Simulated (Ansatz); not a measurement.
CH6OSSi2 can be A, `O[Si]1(S)C[SiH2]1`, or B, `[SiH3]S[SiH]1CO1`.

Calculated with Ansatz (gas phase, PBE0-D4/def2-TZVP geometries, no zero-point term in ΔE). CCSD(T)/CBS is the MP2 limit (def2-TZVPP, def2-QZVPP) plus CCSD(T) − MP2 in def2-TZVPP, frozen cores. DFT in def2-TZVPP. B3LYP here is the variant with VWN-RPA as its local correlation; programs differ in this. One conformer a species, not always the lowest.

A:

Z-matrix (Å, degrees):
```
Si
S 1 2.123
C 1 1.860 2 118.0
O 1 1.642 2 114.6 3 -137.1
Si 1 2.242 2 117.2 3 63.0
H 2 1.347 1 95.1 3 74.7
H 3 1.090 1 116.9 2 -145.8
H 3 1.088 1 118.6 2 -7.2
H 4 0.960 1 116.5 2 -56.8
H 5 1.483 1 122.2 2 156.2
H 5 1.483 1 123.6 2 -7.0
```

B:

```xyz
11

Si   -0.6512   -0.5474    2.2683
S     1.0603   -0.4732    0.9747
Si    0.0745    0.1842   -0.7685
C     0.9375    0.3823   -2.3342
O     0.5886    1.5682   -1.5087
H    -0.1181   -0.9317    3.5963
H    -1.3157    0.7769    2.3411
H    -1.6265   -1.5602    1.7957
H    -1.3888   -0.0008   -0.6588
H     2.0120    0.2290   -2.4109
H     0.4275    0.3727   -3.2950
```

Q: Which is lower in electronic energy at CCSD(T)/CBS, and by how much? (Estimate.)

A: Computed: A, by 10.2 kcal/mol.

Q: Give E(B) − E(A) in kcal/mol with r2SCAN-D4, HF/def2-TZVPP, CCSD/def2-TZVPP, MP2/def2-TZVPP, PBE-D4, B2PLYP, B3LYP-D4. (Estimate.)

A: Ansatz gave: r2SCAN-D4 11.0, HF/def2-TZVPP 6.4, CCSD/def2-TZVPP 9.9, MP2/def2-TZVPP 9.7, PBE-D4 11.7, B2PLYP 9.0, B3LYP-D4 9.5. None reverses the order clearly.

Largest T1 diagnostic: 0.013.

In def2-TZVPP, CCSD(T) changes the Hartree–Fock value by +3.6 kcal/mol (the triples alone add +0.1 kcal/mol) and MP2 by +3.3 kcal/mol.
